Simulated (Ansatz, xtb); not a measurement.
**CH3F3GeSi: where a starting geometry ends**

The starting geometry of this gas-phase singlet was built from a drawn formula by distance geometry and a force field; its bonds are those of `F[C@@H]1[SiH2][Ge]1([F])[F]`.

```xyz
9

C     0.1821    2.4224   -0.8359
F     0.7449    2.0889   -2.0949
F    -0.0697   -0.7721   -0.5095
F    -1.6592    1.0093    1.4010
Ge   -0.5638    0.8340    0.0384
Si    1.3824    2.0756    0.5235
H    -0.4035    3.3375   -0.7390
H     1.2183    2.9360    1.7102
H     2.6069    1.3995    0.1095
```

Q: Where would you expect an optimisation with r2SCAN-D4/def2-SVP to take it?

A: It keeps its bonds, and is `F[C@@H]1[SiH2][Ge]1([F])[F]`.

The energy falls by 1.32 eV over 13 steps:

| step | E − E(last) (eV) |
| --- | --- |
| 1 | 1.319 |
| 2 | 0.519 |
| 4 | 0.154 |
| 5 | 0.096 |
| 6 | 0.065 |
| 8 | 0.022 |
| 9 | 0.009 |
| 10 | 0.003 |
| 12 | 0.000 |
| 13 | 0.000 |

Final geometry (Å):

```yaml
atoms:
  - { symbol: C, position_ang: [0.2039, 2.3366, -0.8369] }
  - { symbol: F, position_ang: [0.5781, 2.5054, -2.1341] }
  - { symbol: F, position_ang: [-0.1726, -0.8649, -0.2748] }
  - { symbol: F, position_ang: [-2.0693, 0.8275, 0.7413] }
  - { symbol: Ge, position_ang: [-0.4118, 0.7777, 0.2270] }
  - { symbol: Si, position_ang: [1.4398, 2.1348, 0.6399] }
  - { symbol: H, position_ang: [-0.5695, 3.0836, -0.5480] }
  - { symbol: H, position_ang: [1.8463, 3.2521, 1.5442] }
  - { symbol: H, position_ang: [2.5936, 1.2781, 0.2450] }
```

From the same start GFN2-xTB ends elsewhere, in pieces: CH3FSi + F2Ge.

The end wasn't checked by frequencies. Run with Ansatz 0.2.0, 24 s on 2 threads of Intel(R) Xeon(R) 6975P-C (Granite Rapids), with other jobs on the host.
